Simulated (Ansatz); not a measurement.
Relaxation of BFGaH4N (8 atoms, charge 0, multiplicity 1), to a largest force component of 0.015 eV/Å in at most 40 steps.

Method: RKS PBE0/def2-SVP in Ansatz.

```xyz
8
Properties=species:S:1:pos:R:3
B 0.507 1.389 -0.344
N 0.140 0.290 0.439
Ga -0.528 -1.377 -0.059
F -0.709 -1.546 -1.786
H 0.398 1.303 -1.509
H 0.910 2.361 0.172
H 0.241 0.384 1.449
H -0.924 -2.571 0.812
```

**Question.** Where does it end, and by what steps?

**Answer.** It converged. After 5 steps the energy has fallen by 0.064 eV; H5 moved furthest, 0.06 Å.

```csv
step,energy less start (eV),largest force component (eV/Å),accepted
0,0.0000,0.943,yes
1,-0.0560,0.342,yes
2,-0.0636,0.035,yes
3,-0.0638,0.068,yes
4,-0.0642,0.017,yes
5,-0.0643,0.007,yes
```

```xyz
8
Properties=species:S:1:pos:R:3
B 0.494 1.354 -0.340
N 0.134 0.271 0.484
Ga -0.520 -1.354 -0.082
F -0.697 -1.505 -1.816
H 0.376 1.250 -1.539
H 0.916 2.372 0.166
H 0.248 0.400 1.486
H -0.915 -2.555 0.814
```

Run time: 16 s on 2 threads of Arm Neoverse V1, on a shared host, peak memory 0.2 GiB.
